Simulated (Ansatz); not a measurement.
CH8FNSi2, SMILES NC[SiH2][SiH2]F.

The structure is a stationary point at B3LYP-D3(BJ)/def2-SVP. This is a generated structure with no PubChem entry under its InChIKey; it may be hypothetical. The values are those of a single conformer.

Two levels are set side by side: PBE/def2-TZVPD (Ansatz, a program for electronic structure) and CAM-B3LYP/def2-TZVPD (Ansatz). Energy differences of separate SCF runs at the same geometry; the states with an electron removed or added have multiplicity 2 and 2. Differences are taken from unrounded values.

```json
[
 {"quantity": "vertical ionisation energy (eV)", "CAM-B3LYP": "8.91", "PBE": "8.47", "PBE minus CAM-B3LYP": "-0.44"},
 {"quantity": "vertical singlet–triplet gap (eV)", "CAM-B3LYP": "5.19", "PBE": "4.37", "PBE minus CAM-B3LYP": "-0.82"}
]
```
